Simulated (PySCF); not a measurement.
SrF: from constants to spectrum

PBE0 constants of SrF, ²Σ⁺ (doublet), unpaired electrons σ ↑ (Sr x2c-TZVPall, F x2c-TZVPall; spin-free X2C with a Gaussian nucleus (PySCF 2.14); masses 87.9056 and 18.9984 u):

```
ωe           : 513.4 cm⁻¹
ωexe         : 2.27 cm⁻¹
Be           : 0.25411 cm⁻¹
αe           : 0.00158 cm⁻¹
De to Sr + F : 5.50 eV
```

Q: What force constant and bond length do these constants imply?

A: Reduced mass μred = 15.622 u; k = 5.8918×10⁻⁷·μred·ωe² (u, cm⁻¹, mdyn/Å) = 2.43 mdyn/Å; Re = √(16.8576/(μred·Be)) (u, cm⁻¹, Å) = 2.061 Å.

Q: Estimate the centrifugal constant D from the Kratzer relation and find the Dunham coefficient a1.

A: D = 4Be³/ωe² = 2.49e-07 cm⁻¹; a1 = −1 − αeωe/(6Be²) = -3.09.

Spin–orbit coupling is left out. The state was picked by a PBE0 search and need not be the measured ground state.
